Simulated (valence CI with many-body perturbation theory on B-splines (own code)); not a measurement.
# Which ion has this spectrum?

A relativistic CI+MBPT calculation for an atom or ion with 22 electrons gives these levels (cm⁻¹):

| J | Parity | E | g |
| --- | --- | --- | --- |
| 0 | even | 0 |  |
| 1 | even | 415042 | 1.49 |
| 4 | even | 507106 | 1.07 |
| 2 | even | 527010 | 1.21 |
| 3 | even | 554049 | 1.12 |
| 0 | even | 896773 |  |
| 2 | even | 904211 | 1.26 |
| 4 | even | 918717 | 1.14 |
| 3 | even | 934139 | 1.17 |
| 5 | even | 963600 | 1.08 |
| 6 | even | 985669 | 1.07 |
| 1 | even | 1000314 | 1.08 |
| 3 | even | 1027176 | 1.07 |
| 4 | even | 1028722 | 1.03 |

The energies are calculated, and their last digits are not significant.

Problem. Which is it?
A. Ta51+
B. Yb48+
C. W52+
D. Lu49+

Solution. D. Lu49+, ground level (3d3/2^4) J=0.
